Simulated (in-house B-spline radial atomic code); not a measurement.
**Removing one electron from neutral argon**

Closed shell [Ne] 3s2 3p6. Computed with an all-electron radial atomic-structure program (B-spline basis): Koopmans values of Dirac-Hartree-Fock plus a diagonal self-energy, in second order or with its direct term screened (direct RPA, with the hole-particle interaction, or full time-dependent Hartree-Fock), linearised in energy; no-pair Dirac-Coulomb Hamiltonian, finite nucleus. Shifts add to the Koopmans value (the ΔSCF shift is orbital relaxation alone); the final value takes TDHF screening with Breit and QED.

Command:
```bash
python run_mb.py task.json out
```
Settings (nuclear radius in fm, box in bohr, cutoff in hartree):
```
basis_form          2
Z                   18
core_configuration  [Ne] 3s2 3p6
rms_radius          3.4274
mass_number         40
speed_of_light      137.036
box_radius          30.116
lmax                7
intervals           67
virtual_cutoff      1296.0
```

Run time, properties included: 15 s on 1 thread of Arm Neoverse N1, on a shared host.

Energies in eV:

```
subshell  Koopmans  ΔSCF shift  second order  direct RPA  hole-particle    TDHF  Breit + QED   final
   3p3/2    15.995      -1.303             ?           ?              ?       ?            ?       ?
   3p1/2    16.201      -1.325        -0.325       0.184         -0.216  -0.227       -0.006  15.968
```

Problem. What does the self-energy do to 3p3/2?

Solution. It shifts the removal energy by -0.302 eV in second order, 0.191 with direct RPA, -0.200 with the hole-particle term and -0.210 with TDHF screening (quasi-particle weight 0.923); Breit and QED add 0.000 eV. The final value is 15.786 eV, against 15.760 eV (NIST, measured).
